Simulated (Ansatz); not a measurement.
Ansatz (an electronic-structure program) input (B97M-V/def2-TZVPD):

Ansatz 0.2 input:
```yaml
crystal:
  periodic: [false, false, false]
  atoms:
    - {symbol: Cd, position_ang: [0.00000000, 0.00000000, 0.00000000]}
    - {symbol: Cl, position_ang: [0.00000000, 0.00000000, 2.31670480]}
    - {symbol: Cl, position_ang: [-0.00000000, -0.00000000, -2.31670480]}
basis:
  gaussian:
    orbitals: def2-TZVPD
hamiltonian:
  xc: {name: B97M-V}
total_charge: 1
magnetization: {spin_polarized: true, initial_magnetization: 1}
output: {forces: true}
```

Output:

```
Functional definition: B97M-V
integrals: 0.07 GiB planned
929 factors; their error is unknown
mean field: 0.68 GiB planned
mean field evaluation 1: about -29584.9017 eV, gradient 4.3e1 eV
mean field evaluation 2: about -29537.2424 eV, gradient 1.1e2 eV
mean field evaluation 4: about -29596.1362 eV, gradient 7.2e0 eV
mean field evaluation 8: about -29596.4649 eV, gradient 1.3e-1 eV
mean field evaluation 16: about -29596.4593 eV, gradient 1.1e-3 eV
mean field evaluation 32: about -29594.5682 eV, gradient 5.3e-5 eV
mean field evaluation 64: about -29594.7400 eV, gradient 1.3e0 eV
mean field -29596.45927547 eV, -1087.6498171730 hartree, gradient 1.4e-6 eV, S^2 0.753973; 8 other end points of the search recorded, 0 dependent functions left out
the calculation of the forces begins
reference -29596.45936643 eV, -1087.6498205155 hartree; 27, 26 occupied and 105, 106 virtual orbitals, 929 factors
Total energy: -29596.45936643 eV, -1087.6498205155 hartree
Atom 0 at     0.000000     0.000000     0.000000 Å, force    -0.000000    -0.000000    -0.000000 eV/Å
Atom 1 at     0.000000     0.000000     2.316705 Å, force     0.000000    -0.000000    -0.065800 eV/Å
Atom 2 at    -0.000000    -0.000000    -2.316705 Å, force    -0.000000    -0.000000     0.065800 eV/Å
Dipole moment:     0.000000     0.000000     0.000000 e Å
```

The spin state was set by rule; other spins were not relaxed.
